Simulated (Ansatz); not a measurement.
Species: SnH₂, net charge -1, doublet state. 
Coordinates optimised at B3LYP-D3(BJ)/def2-TZVP (Ansatz, a program for electronic structure):
```
Sn
H 1 1.8147
H 1 1.8147 2 91.23
```
Charge -1, spin multiplicity 2.

Basis-set convergence of Hartree-Fock and CCSD(T) correlation energies (hartree) with Ansatz. Correlated levels leave the core frozen unless marked. UHF or UKS for open shells. No spin-orbit coupling. Frozen are the shells of the preceding noble gas and the d and f shells that filled before the atom's block. In def2 rows, elements after Kr have scalar-relativistic effective core potentials.

```tsv
basis	functions	E(HF)	E(corr, CCSD(T))
def2-SVPD	48	-214.49019	-0.11690
def2-TZVPPD	90	-214.50163	-0.13441
def2-QZVPPD	154	-214.50375	-0.14069
```

Extrapolating the two largest sets (X = 3 and 4) as X^-3: E(corr) = (64·(-0.14069) - 27·(-0.13441))/37 = -0.1453 Eh, an estimate of the basis-set limit. The largest set recovers 96.8 % of it, the smallest 80.5 %.
